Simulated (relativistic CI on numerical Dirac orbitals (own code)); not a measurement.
Crystal-field levels of Pm³⁺, 4f4

Calculated by Dirac-Coulomb-Breit CI, KLI orbitals optimised for each configuration, model QED (radiative potential, 1s self-energy scaled to tabulated hydrogen-like ionisation energies), valence Slater integrals scaled by 0.85, one configuration in a parametric crystal field (own radial code).

Field parameters in Wybourne normalisation; cubic f-shell fields have B⁴₄ = √(5/14) B⁴₀ and B⁶₄ = −√(7/2) B⁶₀. The field is a parameter set, without covalency.

S is read from ⟨S²⟩ = S(S + 1).

Levels (cm⁻¹, degeneracy): 0 (3), 140 (1), 259 (3), 446 (2), 1659 (3), 1693 (3), 1698 (2), 1818 (3), 3248 (1), 3266 (3), 3273 (1), 3274 (3).

Which field gives this pattern?
A. Oh, B40 = 2010, B60 = 610 cm⁻¹
B. Oh, B40 = 2220, B60 = 750 cm⁻¹
C. Oh, B40 = -2350, B60 = 510 cm⁻¹

B. Oh, B40 = 2220, B60 = 750 cm⁻¹, ground level with S = 1.98.
